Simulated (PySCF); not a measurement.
# [Hg(OH)3]− at several levels of theory

Computed with PySCF 2.14.0 (density fitting, no spin-orbit coupling) at the geometry relaxed with PBE0:

```xyz
7
[Hg(OH)3]− (singlet; a saddle point, relaxed within its symmetry)
Hg    0.3938    0.4418    0.3420
O     2.2328   -0.4577    0.3693
H     2.8715    0.2526    0.2476
O    -1.2123    1.7094    0.3072
H    -1.8351    0.9613    0.2823
O    -1.3429   -1.0158    0.3822
H    -1.1079   -1.9346    0.2154
```

| level | basis | state | HOMO (eV) | gap (eV) | charge on Hg1 (e) | dipole about the centre of mass (D) | largest force component (eV/Å) |
| --- | --- | --- | --- | --- | --- | --- | --- |
| PBE0 | Hg def2-SVP with ECP60, O def2-SVP, H def2-SVP | singlet | -0.72 | 4.86 | 0.36 | 3.92 | 0.02 |
| TPSSh | the same | singlet | 0.12 | 3.67 | 0.31 | 3.75 | 0.39 |
| PBE0 | Hg def2-TZVP with ECP60, O def2-TZVP, H def2-TZVP | singlet | -1.36 | 4.87 | 0.69 | 4.36 | 0.39 |

Charges are Mulliken's, which hang on the basis. The relaxation used the grid (50, 194), these runs (75, 302) or, all-electron (x2c bases, spin-free X2C Hamiltonian), (99, 590).

Problem. What does M06-L with Hg def2-SVP with ECP60, O def2-SVP, H def2-SVP give here?

Solution. state singlet, HOMO (eV) 0.62, gap (eV) 2.99, charge on Hg1 (e) 0.45, dipole about the centre of mass (D) 3.87, largest force component (eV/Å) 0.59. Time: 5.5 s on 2 threads of Arm Neoverse V1, with other jobs on the host, from an already converged density.

In the first row's basis the gap widens with exact exchange: 3.0 eV for M06-L (none); 3.7 to 4.9 eV for TPSSh, PBE0 (a fixed share).

The highest filled level of some runs lies above zero, as often for anions with such functionals and bases.
